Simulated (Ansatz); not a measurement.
Input file for Ansatz (a program for electronic structure): R-CCSD(T)/aug-cc-pVTZ on H2O (SMILES O).

Ansatz 0.2 input:
```yaml
crystal:
  periodic: [false, false, false]
  atoms:
    - {symbol: O, position_ang: [-0.00000000, 0.00000000, 0.38961139]}
    - {symbol: H, position_ang: [0.00000000, 0.76498632, -0.19485569]}
    - {symbol: H, position_ang: [0.00000000, -0.76498632, -0.19485569]}
basis:
  gaussian:
    orbitals: aug-cc-pVTZ
magnetization: {spin_polarized: false}
correlation: {method: ccsd_t, electrons: outside_noble_gas}
scf: {lower_state_search: off}
```

Output:

```
WARN ansatz: RAYON_NUM_THREADS=4 ignored (pool sized by the plan → 4); use --threads N
Functional definition: HF
these checks for a lower state are left out or cut short: stability, starts, cluster_reference, orbital_swaps, neighbouring_geometries, increment
integrals: 0.08 GiB planned
531 factors; integrals over basis functions are off by at most 8.4e-4 eV
mean field: 0.10 GiB planned
mean field evaluation 1: about -2067.8295 eV, gradient 3.4e1 eV
mean field evaluation 2: about -2067.8294 eV, gradient 3.4e1 eV
mean field evaluation 4: about -2069.6964 eV, gradient 1.4e0 eV
mean field evaluation 8: about -2069.7041 eV, gradient 4.4e-5 eV
mean field -2069.70410100 eV, -76.0602228159 hartree, gradient 2.5e-6 eV, S^2 0.000000; 0 other end points of the search recorded, 0 dependent functions left out
1 core orbitals not correlated
reference -2069.70410100 eV, -76.0602228159 hartree; 4, 4 occupied and 87, 87 virtual orbitals, 531 factors
second order -7.31256398 eV of doubles, -0.00000000 eV of singles
coupled cluster: 0.22 GiB planned
cycle   1  -7.27120173 eV  change    4.1e-2 eV  update   4.8e-2
cycle   2  -7.40914147 eV  change   -1.4e-1 eV  update   1.3e-2
cycle   3  -7.44383984 eV  change   -3.5e-2 eV  update   6.2e-3
cycle   4  -7.43954494 eV  change    4.3e-3 eV  update   1.2e-3
cycle   5  -7.43945444 eV  change    9.1e-5 eV  update   4.6e-4
cycle   6  -7.43953897 eV  change   -8.5e-5 eV  update   1.2e-4
cycle   7  -7.43947679 eV  change    6.2e-5 eV  update   3.8e-5
cycle   8  -7.43947020 eV  change    6.6e-6 eV  update   1.1e-5
cycle   9  -7.43946954 eV  change    6.7e-7 eV  update   3.4e-6
perturbative correction -0.23606302 eV, -0.0086751560 hartree
Total energy: -2077.37963356 eV, -76.3422934347 hartree
Checks for a lower state left out: stability, starts, cluster_reference, orbital_swaps, neighbouring_geometries, increment
```

Self-consistency was reached.

Cost: very roughly 2.7 core-seconds.
